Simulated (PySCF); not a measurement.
Molecular orbitals of Zn2

PBE0 at R = 3.030 Å; PySCF, no relativity, basis sets Zn jorge-DZP. State: triplet, unpaired electrons σ ↑, π ↑, a second solution, started from another occupation. Only the outer orbitals are listed.

| spin | orbital | occ. | ε (eV) | main shells (%) |
| --- | --- | --- | --- | --- |
| α | σg | 1 | -8.38 | 98 s |
| α | σu | 1 | -6.63 | 92 s |
| α | πu | 1 | -3.01 | 100 p |
| α | σg | 0 | -1.76 | 98 p |
| α | πu | 0 | -1.62 | 100 p |
| α | πg | 0 | -0.61 | 100 p |
| β | σg | 1 | -7.28 | 93 s |
| β | σu | 0 | -4.11 | 92 s, 8 p |
| β | πu | 0 | -1.05 | 100 p |
| β | σg | 0 | -0.88 | 91 p, 9 s |

Task: Which are the highest filled and the lowest empty level, where do they sit, and how wide is the gap?

Result: Highest filled α πu at -3.01 eV (in %: 100 p); lowest empty β σu at -4.11 eV (in %: 92 s, 8 p); the gap at PBE0 is -1.10 eV.

```json
{"bond order (Mayer)": "1.15", "⟨S²⟩": "2.015"}
```

Counting both spins, an empty level lies below a filled one in this solution, because spin and occupation are held.
